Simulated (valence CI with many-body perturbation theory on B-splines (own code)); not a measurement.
# Energy levels of Rb6+

Calculated by configuration interaction combined with many-body perturbation theory (CI+MBPT): three valence electrons over a frozen Dirac-Fock core [Ar] 3d10, a basis of 11 s, 11 p, 9 d, 7 f, 5 g, 2 h, 1 i functions for each j, with the one-electron correlation potential Σ1 (screened to all orders), the two-electron term Σ2, the three-electron term Σ3, Breit, model QED; selected single and double excitations, second order for the rest, scaled by the run's own slope (own B-spline code, finite nucleus).

Against 19 measured levels this calculation errs by 89 cm⁻¹ on average and by 214 at most. These come from a selection out of Sansonetti, J. Phys. Chem. Ref. Data 35, 301 (2006). Levels without a partner in it may be off by more.

Levels 1 to 45 of 81, with energies above the lowest level, 4s²4p ²P°_1/2. "Leading %" is the weight of the configuration and term that name the level; weights of strongly mixed levels are sums over their largest components and can fall short. Lifetimes count E1, E2, E3, M1 and M2 decay at the calculated energies, and are blank where another channel may lead or the interval is too uncertain; long ones can be off by a factor of two.

```
No.  Configuration  Term    J  E (cm⁻¹)  Leading %      g  Lifetime
  1          4s²4p   ²P°  1/2         0         98  0.665          
  2          4s²4p   ²P°  3/2     10465         97  1.334   96.5 ms
  3          4s4p²    ⁴P  1/2    122160         98  2.659   38.0 ns
  4          4s4p²    ⁴P  3/2    126590         99  1.732    204 ns
  5          4s4p²    ⁴P  5/2    131980         97  1.590   49.5 ns
  6          4s4p²    ²D  3/2    160590         90  0.807    636 ps
  7          4s4p²    ²D  5/2    162090         89  1.211    853 ps
  8          4s4p²    ²S  1/2    190690         70  1.647   97.3 ps
  9          4s4p²    ²P  1/2    202930         71  1.031   59.8 ps
 10          4s4p²    ²P  3/2    207050         96  1.329   48.4 ps
 11          4s²4d    ²D  3/2    255890         89  0.800   30.5 ps
 12          4s²4d    ²D  5/2    257170         90  1.200   32.9 ps
 13            4p³   ²D°  3/2    311420         46  1.222    128 ps
 14            4p³   ⁴S°  3/2    314720         64  1.578   77.8 ps
 15            4p³   ²D°  5/2    314800         78  1.200    356 ps
 16            4p³   ²P°  1/2    342350         85  0.665    120 ps
 17          4s²5s    ²S  1/2    342960         96  2.002   34.5 ps
 18            4p³   ²P°  3/2    345070         75  1.333    122 ps
 19         4s4p4d   ⁴F°  3/2    356990         98  0.407   3.06 ns
 20         4s4p4d   ⁴F°  5/2    359210         97  1.033   2.21 ns
 21         4s4p4d   ⁴F°  7/2    362540         97  1.241   2.03 ns
 22         4s4p4d   ⁴F°  9/2    367340         99  1.334          
 23         4s4p4d   ⁴P°  5/2    379010         68  1.515   40.2 ps
 24         4s4p4d   ⁴D°  3/2    380610         52  1.428   32.7 ps
 25         4s4p4d   ⁴D°  1/2    381700         82  0.432   27.6 ps
 26         4s4p4d   ⁴P°  1/2    386770         83  2.239   39.5 ps
 27         4s4p4d   ⁴D°  7/2    387250         97  1.424   27.2 ps
 28         4s4p4d   ⁴P°  3/2    387280         52  1.473   33.5 ps
 29         4s4p4d   ⁴D°  5/2    387460         74  1.406   29.3 ps
 30         4s4p4d   ²D°  3/2    391520         80  0.831   42.2 ps
 31         4s4p4d   ²D°  5/2    392080         71  1.228   44.1 ps
 32          4s²5p   ²P°  1/2    399440         95  0.666    153 ps
 33         4s4p4d   ²F°  5/2    402390         92  0.876   79.8 ps
 34          4s²5p   ²P°  3/2    402750         94  1.333    142 ps
 35         4s4p4d   ²F°  7/2    410420         95  1.143    104 ps
 36         4s4p4d   ²F°  7/2    416320         54  1.145   36.2 ps
 37         4s4p4d   ²F°  5/2    417060         51  0.858   41.3 ps
 38         4s4p4d   ²P°  3/2    427870         79  1.304   28.9 ps
 39         4s4p4d   ²P°  1/2    432070         88  0.664   31.8 ps
 40         4s4p4d   ²P°  1/2    447500         91  0.664   25.5 ps
 41         4s4p4d   ²D°  3/2    447930         60  0.982   21.0 ps
 42         4s4p4d   ²P°  3/2    449500         65  1.177   23.1 ps
 43         4s4p4d   ²D°  5/2    449920         88  1.198   18.3 ps
 44          4s²4f   ²F°  7/2    464610         52  1.143   21.4 ps
 45          4s²4f   ²F°  5/2    465420         50  0.858   20.6 ps
```

Names give the largest LS component (configuration and term), which can be under half, so a name can repeat, a term be missing and a line seem to break the LS rules; names also repeat where a configuration has a term twice.

Where two levels of one J and parity lie close, their mixing, g and order are uncertain.

The ionisation energy to 4s² ¹S0 of the next ion comes out as 99.108 eV (NIST: 98.67 ± 0.04 eV (semi-empirical), further off than twice its uncertainty). All 81 levels together are meant to be complete up to 554170 cm⁻¹.
